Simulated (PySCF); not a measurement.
Excitations are Tamm–Dancoff values on a coarser integration grid. The basis has no diffuse functions, so Rydberg states are missing or too high.

Z-matrix (Å, degrees):
```
C
H 1 1.0927
C 1 1.3973 2 118.69
C 3 1.3995 1 120.24 2 -179.19
H 4 1.0911 3 119.88 1 179.29
C 4 1.3945 5 120.60 3 179.47
H 6 1.0923 4 119.83 5 0.23
C 6 1.3977 7 120.03 4 179.73
H 8 1.0934 6 119.10 7 0.09
C 1 1.4051 2 120.41 3 -179.49
C 3 1.5075 1 119.81 2 3.04
F 11 1.3444 3 111.82 1 -151.84
F 11 1.3447 12 107.56 3 -123.23
F 11 1.3472 12 106.93 13 -114.48
Si 10 1.8853 1 120.56 2 -1.10
H 15 1.4906 10 108.90 1 171.93
H 15 1.4916 16 109.71 9 127.36
H 15 1.4924 16 109.19 17 118.25
```
Charge 0, spin multiplicity 1.

**Question.** Estimate the S1 oscillator strength, dipole moment, HOMO–LUMO gap, brightest of the four lowest singlets (TDA) and LUMO that M06-2X/def2-TZVP // B3LYP-D3(BJ)/def2-SVP (PySCF 2.14.0) returns for this input.

**Answer.** 
```json
{
  "S1 oscillator strength": "0.001",
  "dipole_moment": "2.64 D",
  "HOMO–LUMO gap": "8.51 eV",
  "brightest of the four lowest singlets (TDA)": "6.31 eV",
  "LUMO": "-0.44 eV"
}
```
